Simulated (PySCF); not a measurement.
SMILES [O]=[Mo]([Cl])([Cl])[Cl], doublet at its B3LYP/def2-SVP optimised geometry (Å):

```
5

Mo    -0.2690    -0.9938     0.0000
O      1.3876    -0.9938     0.0000
Cl    -1.3876     0.9938     0.0000
Cl    -0.9473    -2.2858    -1.7506
Cl    -0.9571    -2.3099     1.7292
```

Calculation: unrestricted B3LYP/def2-TZVP, def2 effective core potentials past Kr (PySCF). The core electrons that the potentials of Mo replace are not part of the density.

Map of the spin density (e/bohr³) on the plane z = 0.8 Å:

```
|000000000000000000000000000|
|000000000000000000000000000|
|000000000000000000000000000|
|000000000000000000000000000|
|000000000000000000000000000|
|000000000000000000000000000|
|000000000000000000000000000|
|000000000000000000000000000|
|000000000000000000000000000|
|000000000000000000000000000|
|000000000000000000000000000|
|000000000000000000000000000|
|000000000000000000000000000|
|000000000000000000000000000|
|000000000000000000000000000|
|000000000012210000000000000|
|000000000026752000000000000|
|000000000026973100000000000|
|000000000002431000000000000|
|000000000000000000000000000|
|000000000000000000000000000|
|000000000000000000000000000|
|000000000000000000000000000|
|000000000000000000000000000|
|000000000000000000000000000|
|000000000000000000000000000|
|000000000000000000000000000|
```
Scale: ten equal steps from -0.001 (start of '0') to 0.062 (end of '9'), in the order '0123456789'; x runs from -3.50 to 3.50, y from -3.50 (bottom) to 3.50 (top).
